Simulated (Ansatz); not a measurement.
Molecule: MgCl (charge 0, doublet). 
Geometry from a B3LYP-D3(BJ)/def2-TZVP (Ansatz, a first-principles code) optimisation:
```xyz
2

Mg     0.0000     0.0000    -1.3021
Cl     0.0000     0.0000     0.9191
```
Charge 0, spin multiplicity 2.

Wanted: atomisation energy (electronic, to ground-state atoms), in kcal/mol. Cores are frozen in the correlated levels unless marked. UHF or UKS for open shells. No spin-orbit coupling. No relativistic terms. The coupled-cluster limit lacks core correlation, which all-electron functionals hold. CBS marks a two-point X^-3 extrapolation of the correlation energy; Hartree-Fock from the larger set.

| level | program | atomisation energy (kcal/mol) | minus last row |
|---|---|---|---|
| PBE0/def2-TZVP | Ansatz | 77.3 | -1.3 |
| HSE06-D3(BJ)/def2-TZVPD | Ansatz + dftd3 | 78.2 | -0.4 |
| CAM-B3LYP/def2-TZVPD | Ansatz | 73.9 | -4.7 |
| LC-wPBE-D4/def2-TZVPD | Ansatz + dftd4 | 80.6 | 2.0 |
| RPA@PBE/def2-QZVPP | Ansatz | 68.3 | -10.3 |
| MP2/CBS(def2-TZVPP,def2-QZVPP) | Ansatz | 86.0 | 7.4 |
| CCSD(T)/CBS(def2-TZVPPD,def2-QZVPPD) | Ansatz | 78.6 | 0.0 |
